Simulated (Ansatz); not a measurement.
```xyz
8

C     1.266   -0.681    0.145
C     0.333   -0.059   -0.576
Ga   -1.283    0.611    0.253
F    -2.411    1.417   -0.835
H     1.162   -0.838    1.216
H     2.182   -1.066   -0.297
H     0.495    0.067   -1.644
H    -1.744    0.549    1.738
```

Total charge 0; spin multiplicity 1.

Task: List the PBE/def2-TZVPP orbital energies in eV (Ansatz 0.2.0). (Estimate.)

Result: Ansatz gave: Occupied: -10093.83, -1233.72, -1093.45, -1093.32, -1093.31, -658.43, -269.60, -269.33, -143.56, -98.22, -97.92, -97.85, -27.65, -20.29, -20.13, -20.07, -20.06, -19.88, -19.03, -14.30, -11.93, -11.02, -10.01, -8.82, -8.66, -8.44, -7.40, -7.09. Lowest empty: -2.52, -0.67, -0.48, 0.19, 1.35, 1.85, 2.66, 3.20.
